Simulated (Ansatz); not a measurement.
One change: `C=CC[NH][GeH3]` becomes `C=CC[SiH3]`.

Ansatz, PBE0-D4/def2-TZVP geometries, multiplicity 1. Each molecule was computed in one conformer, which needn't be the lowest.

Scalar relativity is left out up to krypton.

```csv
property,`C=CC[NH][GeH3]`
HOMO energy (PBE0/def2-TZVPP) / eV,-6.77
size of the dipole moment (B3LYP/def2-TZVPP) / D,0.61
HOMO–LUMO gap (ωB97M-V/def2-TZVPP) / eV,11.02
"ideal-gas entropy at 298 K and 1 bar (rigid rotor, harmonic PBE0-D4/def2-TZVP) / J/(mol·K)",363
LUMO energy (ωB97M-V/def2-TZVPP) / eV,1.93
HOMO energy (B3LYP/def2-TZVPP) / eV,-6.55
```

**Question.** Give the same properties after the change, and the shifts. (An estimate is asked.)

**Answer.** Computed: 
| property | `C=CC[SiH3]` | shift |
| --- | --- | --- |
| HOMO energy (PBE0/def2-TZVPP) / eV | -7.20 | -0.43 |
| size of the dipole moment (B3LYP/def2-TZVPP) / D | 0.57 | -0.04 |
| HOMO–LUMO gap (ωB97M-V/def2-TZVPP) / eV | 11.51 | 0.49 |
| ideal-gas entropy at 298 K and 1 bar (rigid rotor, harmonic PBE0-D4/def2-TZVP) / J/(mol·K) | 320 | -43 |
| LUMO energy (ωB97M-V/def2-TZVPP) / eV | 2.10 | 0.17 |
| HOMO energy (B3LYP/def2-TZVPP) / eV | -6.99 | -0.44 |

With PBE0 the HOMO falls by 0.43 eV and the LUMO rises by 0.10 eV, so the gap widens by about 0.53 eV. PBE moves the HOMO by -0.71 eV and ωB97M-V by -0.32 eV. The zero-point energy changes by -41.9 kJ/mol with -6 modes. Dipoles are sizes alone; their direction can turn.

B3LYP here is the variant with VWN-RPA as its local correlation; programs differ in this.

Positive LUMOs are unbound, so they and the gaps depend on the basis.
